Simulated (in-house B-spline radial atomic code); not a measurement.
Results of a calculation; reference values are marked as such.
**From levels and matrix elements to observables: Br³²⁺**

One electron outside the 1s2 core, from an all-electron radial atomic-structure program (B-spline basis): Brueckner orbitals with a screened correlation potential on Dirac-Hartree-Fock, Breit and QED terms for the lowest states, dipole elements in length form with static core polarisation. The core's own polarisability, by RPA, is 5.837e-06 bohr³.

```tsv
state	removal energy (cm⁻¹)	size of the reduced dipole element to 2s1/2 (a.u.)
2s1/2	31205270	-
3s1/2	13693858	-
2p1/2	30649824	0.124
2p3/2	30185850	0.178
3p1/2	13539801	0.07013
3p3/2	13402294	0.09524
```

Use R = 109737.3 cm⁻¹, 1 hartree = 219474.6 cm⁻¹, c = 137.036 and 1 a.u. of rate = 4.1341e16 s⁻¹.

Find the quantum defects of the two s states and predict 4s1/2.

With n* = 33 √(R/E): 2s1/2 has n* = 1.9569, δ = 0.0431; 3s1/2 has n* = 2.9541, δ = 0.0459. Ritz's form δ = δ0 + b/n*² gives b = -0.019, δ0 = 0.0481, so with n* ≈ 4 − 0.0459, δ = 0.0469 and E = R × 33²/(4 − 0.0469)² = 7647092 cm⁻¹. The program finds 7652114 cm⁻¹. In so highly charged an ion δ holds relativistic, Breit and QED shifts that Ritz's form doesn't follow, and the higher level lacks the last two.

What are the wavelength, oscillator strength and rate of 2s1/2–2p3/2?

ΔE = 1019420 cm⁻¹ = 4.64482 hartree, λ = 9.8095 nm in vacuum. f = (2/3) ΔE D²/(2j + 1 of the lower state) = (2/3) × 4.64482 × 0.178²/2 = 0.0491. A = (4/3) ΔE³ D²/(c³ (2j' + 1)) = 4.1126e-07 a.u. = 1.700e+10 s⁻¹, a partial lifetime of 0.05882 ns.
